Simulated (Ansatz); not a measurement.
Frontier orbitals of CH$_{4}$GeO$_{2}$Zn.

Z-matrix (Å, degrees):
```
Ge
O 1 1.768
Zn 1 2.612 2 46.6
C 1 2.030 2 98.2 3 -4.0
H 1 1.547 2 113.5 3 109.4
H 1 1.541 2 111.7 3 -122.4
O 4 1.375 1 122.2 2 130.0
H 4 1.092 1 113.0 2 -99.5
H 7 0.961 4 109.6 1 -41.2
```

Total charge 0; spin multiplicity 1. For Zn the d shell is correlated and the shells below it are frozen. Correlated methods include outer-core shells of Ge, which these sets cover unevenly. Scalar relativity is left out up to krypton. The structure was optimised at the PBE0-D4/def2-TZVP level. It is one conformer, not always the lowest. Basis def2-TZVPP, Ansatz.

```csv
functional,HOMO (eV),LUMO (eV)
ωB97M-V,-8.19,-0.89
```

Give HOMO and LUMO (eV) with LDA (SPW92), PBE, revPBE, BLYP, r2SCAN, B97M-V, PBE0, B3LYP, r2SCANh, r2SCAN0, HSE06 (plane-wave form), BHLYP, CAM-B3LYP, LC-ωPBE, ωB97X-V, HF. (Estimate.)

The calculation gave: 
```csv
functional,HOMO,LUMO
LDA (SPW92),-5.55,-3.42
PBE,-5.31,-3.21
revPBE,-5.22,-3.12
BLYP,-5.23,-3.17
r2SCAN,-5.48,-3.13
B97M-V,-5.47,-3.28
PBE0,-6.23,-2.54
B3LYP,-6.13,-2.81
r2SCANh,-5.84,-2.87
r2SCAN0,-6.36,-2.49
HSE06 (plane-wave form),-5.84,-2.90
BHLYP,-7.08,-1.91
CAM-B3LYP,-7.44,-1.75
LC-ωPBE,-8.51,-0.69
ωB97X-V,-8.24,-0.77
HF,-8.15,-0.08
```

B3LYP here is the variant with VWN-RPA as its local correlation; programs differ in this. LC-ωPBE has ω = 0.4 bohr⁻¹.
